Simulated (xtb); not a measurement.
xtb input (GFN1-xTB):

```bash
xtb mol.xyz --gfn 1 --sp --chrg -1 --uhf 0
```
mol.xyz:
```
11

C     -2.37130481     0.24005937    -0.13574572
C     -0.94002001     0.37207793     0.39622560
C      0.11087895    -0.31149729    -0.48165021
S      1.81930045    -0.15814887     0.14644682
H     -2.66405344    -0.81183204    -0.21758690
H     -3.10164373     0.73813505     0.51175033
H     -2.46062372     0.67894364    -1.13488435
H     -0.66952809     1.42803663     0.49390176
H     -0.87125586    -0.05026678     1.40352482
H      0.03182523     0.11439454    -1.49336930
H     -0.17085234    -1.37086923    -0.57946342
```

Output:

```
           -------------------------------------------------
          |                Calculation Setup                |
           -------------------------------------------------

           -------------------------------------------------
          |                 G F N 1 - x T B                 |
           -------------------------------------------------

        Reference                      10.1021/acs.jctc.7b00118
      * Hamiltonian:
        H0-scaling (s, p, d)           1.850000    2.250000    2.000000
        zeta-weighting                 0.000000
      * Dispersion:
        s8                             2.400000
        a1                             0.630000
        a2                             5.000000
        s9                             0.000000
      * Repulsion:
        kExp                           1.500000
        rExp                           1.000000
      * Coulomb:
        alpha                          2.000000
        third order                    atomic
        anisotropic                    false
      * Halogen bond correction:
        rad-scale                      1.300000
        damping                        0.440000

          ...................................................
          :                      SETUP                      :
          :.................................................:
          :  # basis functions                  36          :
          :  # atomic orbitals                  35          :
          :  # shells                           23          :
          :  # electrons                        26          :
          :  # halogen bonds                     0          :
          :  max. iterations                   250          :
          :  Hamiltonian                  GFN1-xTB          :
          :  restarted?                      false          :
          :  GBSA solvation                  false          :
          :  PC potential                    false          :
          :  electronic temp.          300.0000000     K    :
          :  accuracy                    1.0000000          :
          :  -> integral cutoff          0.2500000E+02      :
          :  -> integral neglect         0.1000000E-07      :
          :  -> SCF convergence          0.1000000E-05 Eh   :
          :  -> wf. convergence          0.2000000E-04 e    :
          :  Broyden damping             0.4000000          :
          :  net charge                         -1          :
          :  unpaired electrons                  0          :
          ...................................................

 iter      E             dE          RMSdq      gap      omega  full diag
   1    -14.0839073 -0.140839E+02  0.757E+00    4.89       0.0  T
   2    -14.1191131 -0.352058E-01  0.457E+00    3.50       1.0  T
   3    -14.1202894 -0.117624E-02  0.803E-01    2.60       1.0  T
   4    -14.1212866 -0.997190E-03  0.346E-02    2.82       1.0  T
   5    -14.1212964 -0.981092E-05  0.129E-02    2.85       2.3  T
   6    -14.1212972 -0.795180E-06  0.415E-03    2.87       7.3  T
   7    -14.1212972 -0.451252E-07  0.570E-04    2.87      52.9  T
   8    -14.1212972 -0.244291E-08  0.159E-04    2.87     189.4  T
   9    -14.1212972 -0.760725E-10  0.101E-05    2.87    2992.0  T

   *** convergence criteria satisfied after 9 iterations ***

         #    Occupation            Energy/Eh            Energy/eV
      -------------------------------------------------------------
         1        2.0000           -0.5044246             -13.7261
       ...           ...                  ...                  ...
         7        2.0000           -0.3336460              -9.0790
         8        2.0000           -0.3249154              -8.8414
         9        2.0000           -0.2810079              -7.6466
        10        2.0000           -0.2741345              -7.4596
        11        2.0000           -0.2130630              -5.7977
        12        2.0000           -0.0907489              -2.4694
        13        2.0000           -0.0879239              -2.3925 (HOMO)
        14                          0.0174303               0.4743 (LUMO)
        15                          0.0666441               1.8135
        16                          0.0757605               2.0615
        17                          0.0883866               2.4051
        18                          0.1057895               2.8787
       ...                                ...                  ...
        35                          0.6342299              17.2583
      -------------------------------------------------------------
                  HL-Gap            0.1053543 Eh            2.8668 eV
             Fermi-level           -0.0352468 Eh           -0.9591 eV

 SCC (total)                   0 d,  0 h,  0 min,  0.017 sec
 SCC setup                      ...        0 min,  0.000 sec (  1.348%)
 Dispersion                     ...        0 min,  0.000 sec (  0.758%)
 classical contributions        ...        0 min,  0.000 sec (  0.346%)
 integral evaluation            ...        0 min,  0.004 sec ( 21.584%)
 iterations                     ...        0 min,  0.005 sec ( 27.489%)
 molecular gradient             ...        0 min,  0.008 sec ( 45.526%)
 printout                       ...        0 min,  0.000 sec (  2.714%)

         :::::::::::::::::::::::::::::::::::::::::::::::::::::
         ::                     SUMMARY                     ::
         :::::::::::::::::::::::::::::::::::::::::::::::::::::
         :: total energy             -13.983013751446 Eh    ::
         :: gradient norm              0.016576986316 Eh/a0 ::
         :: HOMO-LUMO gap              2.866835080388 eV    ::
         ::.................................................::
         :: SCC energy               -14.121297215682 Eh    ::
         :: -> electrostatic           0.161837324012 Eh    ::
         :: repulsion energy           0.141694386328 Eh    ::
         :: dispersion energy         -0.003410922093 Eh    ::
         :: halogen bond corr.         0.000000000000 Eh    ::
         :: add. restraining           0.000000000000 Eh    ::
         :: total charge              -1.000000000000 e     ::
         :::::::::::::::::::::::::::::::::::::::::::::::::::::

           -------------------------------------------------
          |                Property Printout                |
           -------------------------------------------------

    * Orbital Energies and Occupations

         #    Occupation            Energy/Eh            Energy/eV
      -------------------------------------------------------------
         1        2.0000           -0.5044246             -13.7261
         2        2.0000           -0.4837036             -13.1622
         3        2.0000           -0.4381226             -11.9219
         4        2.0000           -0.3995904             -10.8734
         5        2.0000           -0.3831410             -10.4258
         6        2.0000           -0.3637555              -9.8983
         7        2.0000           -0.3336460              -9.0790
         8        2.0000           -0.3249154              -8.8414
         9        2.0000           -0.2810079              -7.6466
        10        2.0000           -0.2741345              -7.4596
        11        2.0000           -0.2130630              -5.7977
        12        2.0000           -0.0907489              -2.4694
        13        2.0000           -0.0879239              -2.3925 (HOMO)
        14                          0.0174303               0.4743 (LUMO)
        15                          0.0666441               1.8135
        16                          0.0757605               2.0615
        17                          0.0883866               2.4051
Note: The following floating-point exceptions are signalling: IEEE_DENORMAL
normal termination of xtb
        18                          0.1057895               2.8787
        19                          0.1280257               3.4838
        20                          0.1494686               4.0672
        21                          0.1576079               4.2887
        22                          0.2671699               7.2701
        23                          0.2947761               8.0213
        24                          0.3159443               8.5973
       ...                                ...                  ...
        35                          0.6342299              17.2583
      -------------------------------------------------------------
                  HL-Gap            0.1053543 Eh            2.8668 eV
             Fermi-level           -0.0352468 Eh           -0.9591 eV

  Mulliken/CM5 charges         n(s)   n(p)   n(d)
     1C    -0.08800 -0.23761   1.007  3.081  0.000
     2C    -0.04061 -0.15085   1.030  3.011  0.000
     3C     0.03817 -0.05254   1.018  2.944  0.000
     4S    -0.75720 -0.77995   1.951  4.818 -0.011
     5H    -0.00168  0.04941   1.002  0.000  0.000
     6H    -0.01449  0.03583   1.014  0.000  0.000
     7H    -0.00168  0.04941   1.002  0.000  0.000
     8H    -0.01380  0.04147   1.014  0.000  0.000
     9H    -0.01380  0.04147   1.014  0.000  0.000
    10H    -0.05346  0.00168   1.053  0.000  0.000
    11H    -0.05346  0.00168   1.053  0.000  0.000

Wiberg/Mayer (AO) data.
largest (>0.10) Wiberg bond orders for each atom

 ---------------------------------------------------------------------------
     #   Z sym  total        # sym  WBO       # sym  WBO       # sym  WBO
 ---------------------------------------------------------------------------
     1   6 C    3.990 --     2 C    1.004     6 H    0.989     7 H    0.989
                             5 H    0.989
     2   6 C    3.979 --     1 C    1.004     3 C    0.992     9 H    0.978
                             8 H    0.978
     3   6 C    3.971 --     2 C    0.992    11 H    0.984    10 H    0.984
                             4 S    0.984
     4  16 S    1.168 --     3 C    0.984
     5   1 H    1.015 --     1 C    0.989
     6   1 H    1.012 --     1 C    0.989
     7   1 H    1.015 --     1 C    0.989
     8   1 H    1.045 --     2 C    0.978
     9   1 H    1.045 --     2 C    0.978
    10   1 H    1.036 --     3 C    0.984
    11   1 H    1.036 --     3 C    0.984
 ---------------------------------------------------------------------------

Topologies differ in total number of bonds
Writing topology from bond orders to xtbtopo.mol

 dipole moment from electron density (au)
     X       Y       Z
  -2.6077   0.2196  -0.2214  total (Debye):    6.675

           -------------------------------------------------
          | TOTAL ENERGY              -13.983013751446 Eh   |
          | GRADIENT NORM               0.016576986316 Eh/α |
          | HOMO-LUMO GAP               2.866835080388 eV   |
           -------------------------------------------------

------------------------------------------------------------------------
------------------------------------------------------------------------
 total:
 SCF:
```

It need not be the lowest isomer of its formula. Whether it binds its extra electron was not tested at this geometry.
